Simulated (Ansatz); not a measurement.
Mulliken charges of C₃H₄FGe, SMILES `C#[C][Ge]([CH3])[F]` radical from PBE/def2-TZVPP in Ansatz (PBE0-D4/def2-TZVP geometry).

```json
{"atom": "C1", "x (Å)": "-0.096", "y (Å)": "2.657", "z (Å)": "-0.010", "charge (e)": "-0.135"}
{"atom": "C2", "x (Å)": "0.263", "y (Å)": "1.509", "z (Å)": "-0.128", "charge (e)": "-0.220"}
{"atom": "Ge3", "x (Å)": "0.990", "y (Å)": "-0.246", "z (Å)": "-0.148", "charge (e)": "0.495"}
{"atom": "C4", "x (Å)": "-0.311", "y (Å)": "-1.581", "z (Å)": "0.431", "charge (e)": "-0.376"}
{"atom": "F5", "x (Å)": "1.338", "y (Å)": "-0.590", "z (Å)": "-1.827", "charge (e)": "-0.335"}
{"atom": "H6", "x (Å)": "-0.428", "y (Å)": "3.667", "z (Å)": "0.076", "charge (e)": "0.206"}
{"atom": "H7", "x (Å)": "-1.143", "y (Å)": "-1.559", "z (Å)": "-0.276", "charge (e)": "0.127"}
{"atom": "H8", "x (Å)": "0.142", "y (Å)": "-2.571", "z (Å)": "0.435", "charge (e)": "0.119"}
{"atom": "H9", "x (Å)": "-0.667", "y (Å)": "-1.332", "z (Å)": "1.430", "charge (e)": "0.119"}
```

By hand: the dipole of these point charges (1 e Å = 4.8032 D).

Σ q r = (-0.182, 0.073, 0.609) e Å, of length 0.640 e Å = 3.07 D.

How does the dipole of the full density compare? (Best estimate.)

Ansatz gave: (-0.243, 0.002, 0.435) e Å, 2.39 D; the point charges give 1.28 times that, at 14° from its direction.

Point charges leave out the atoms' own dipoles, such as those of lone pairs, and Mulliken's split depends on the basis, so the two needn't agree.
